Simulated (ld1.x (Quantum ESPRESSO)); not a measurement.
## Reading a pseudo-wave (palladium (Pd))

Columns: radius, all-electron u(r) and pseudo u(r) of the 5s shell (level -3.32 eV) of palladium in the configuration [Kr] 4d10 5s0 5p0; PBE, scalar-relativistic, TM semilocal scheme, ld1.x (Quantum ESPRESSO) 7.5.

| r (bohr) | all-electron | pseudo |
| --- | --- | --- |
| 0.200 | 0.0826 | 0.0168 |
| 0.400 | 0.0552 | 0.0362 |
| 0.600 | -0.1928 | 0.0608 |
| 0.800 | -0.2388 | 0.0942 |
| 1.000 | -0.1269 | 0.1395 |
| 1.200 | 0.0385 | 0.1994 |
| 1.400 | 0.1981 | 0.2730 |
| 1.600 | 0.3295 | 0.3547 |
| 1.800 | 0.4287 | 0.4338 |
| 2.000 | 0.4986 | 0.4990 |
| 2.200 | 0.5441 | 0.5441 |
| 2.400 | 0.5701 | 0.5701 |
| 2.600 | 0.5809 | 0.5809 |
| 2.800 | 0.5802 | 0.5802 |
| 3.000 | 0.5709 | 0.5709 |
| 3.200 | 0.5553 | 0.5553 |
| 3.400 | 0.5352 | 0.5352 |
| 3.600 | 0.5121 | 0.5121 |
| 3.800 | 0.4871 | 0.4871 |
| 4.000 | 0.4611 | 0.4611 |
| 4.200 | 0.4346 | 0.4346 |
| 4.400 | 0.4081 | 0.4081 |
| 4.600 | 0.3821 | 0.3821 |
| 4.800 | 0.3567 | 0.3567 |
| 5.000 | 0.3321 | 0.3321 |
| 5.200 | 0.3085 | 0.3085 |

How many radial nodes do the two functions have?

The all-electron 5s function has n − l − 1 = 4 (the table is too coarse to show those close to the nucleus); the pseudo-wave has 0, since the states of the same l below it are removed with the core.

At about which radius was the pseudo-wave matched?

2.25 bohr. The columns agree to 0.0005 from 2.00 bohr on; several derivatives are matched, so the curves merge somewhat inside the radius.

Is the pseudo-wave norm-conserving?

Yes: the TM semilocal scheme keeps the norm inside the radius equal to the all-electron one, which fixes the energy derivative of the logarithmic derivative at the level.
